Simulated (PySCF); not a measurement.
Species: C4H8Cl2 (charge 0, singlet). 
Structure (B3LYP-D3(BJ)/def2-TZVP (Ansatz) minimum search):
SMILES: C[C@H](Cl)CCCl
```xyz
14

C     -2.3265     0.7480     0.5144
C     -0.9958     0.2045     0.0361
C      0.1046     0.3336     1.0767
C      1.4816    -0.1025     0.6208
Cl     2.1038     0.9384    -0.7235
Cl    -1.1968    -1.5530    -0.4249
H     -2.2255     1.8138     0.7343
H     -3.0951     0.6250    -0.2470
H     -2.6534     0.2373     1.4212
H     -0.6912     0.6879    -0.8893
H     -0.1643    -0.2606     1.9556
H      0.1448     1.3798     1.3929
H      1.4753    -1.1200     0.2408
H      2.2061    -0.0175     1.4261
```
Charge 0, spin multiplicity 1.

Dispersion corrections to the total energy (kcal/mol) from the dftd3 and dftd4 libraries through PySCF: D3(BJ) without and D4 with the three-body term, each with the damping fitted for the functional named.

| functional | D3(BJ) | D4 |
|---|---|---|
| revPBE | -21.53 | … |
| B3LYP | -14.64 | -12.80 |
| PBE0 | -7.42 | -6.80 |
| TPSS | … | -10.85 |
| BHLYP | -11.25 | … |
| BP86 | -13.49 | -10.77 |
| B2PLYP | -6.75 | -5.65 |

Task: What belongs in the gaps?

Result: 
- revPBE, D4: -25.53
- TPSS, D3(BJ): -10.80
- BHLYP, D4: -9.24
